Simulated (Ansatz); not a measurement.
`Cl[SiH]1[SiH2]S1` + H₂ → `[SiH2]1[SiH2]S1` + HCl at 700 K and 1 bar (hydrogenolysis of the Si–Cl bond).

Isolated molecules relaxed with PBE0-D4/def2-TZVP in Ansatz; ΔE leaves out vibrations. CBS: MP2 limit from def2 TZ/QZ plus the TZ coupled-cluster correction, frozen cores. This one scheme is used for every species.

```
           species  CCSD(T)/CBS energy (Eh)  H − E (kJ/mol)  S (J/(mol·K))
`Cl[SiH]1[SiH2]S1`              -1437.58844           142.3          424.0
                H₂                 -1.17544            46.8          155.3
 `[SiH2]1[SiH2]S1`               -978.35432           151.0          375.9
               HCl               -460.38127            38.4          211.8
```

H − E and S are ideal-gas, rigid-rotor, harmonic terms from PBE0-D4/def2-TZVP, for one conformer and one mirror image of each species. The MP2-based limit puts H₂ 0.8 mEh under its directly extrapolated value; such offsets cancel only in part. 1 Eh = 2625.50 kJ/mol, R = 8.31446 J/(mol·K).

Q: By hand: ΔE, ΔH, ΔS and ΔG.

A: ΔE = (-978.35432) + (-460.38127) − (-1437.58844) − (-1.17544) = 0.02829 Eh = 74.3 kJ/mol. Δ(H − E) = 151.0 + 38.4 − 142.3 − 46.8 = 0.3, so ΔH = 74.6 kJ/mol. ΔS = 375.9 + 211.8 − 424.0 − 155.3 = 8.4 J/(mol·K). ΔG = 74.6 − 700 × (8.4)/1000 = 68.7 kJ/mol.

Q: By hand: the equilibrium constant, and the temperature at which ΔG would vanish if ΔH and ΔS stayed fixed.

A: log₁₀ K = −ΔG/(RT ln 10) = -5.1. ΔG = 0 at ΔH/ΔS = 8881 K, far beyond where these terms or the molecules hold.

The number of gas molecules stays the same, so ΔS is small and ΔH decides. A doubt of 5 kJ/mol in ΔE shifts log₁₀ K by 0.4 here. Other conformers and mirror images would add mixing entropy, several J/(mol·K) or more a flexible species. These are equilibria of isolated gas molecules and say nothing of rates. Largest T1 diagnostic: 0.014 (customary marks: 0.02 for closed shells, 0.045 for open ones).
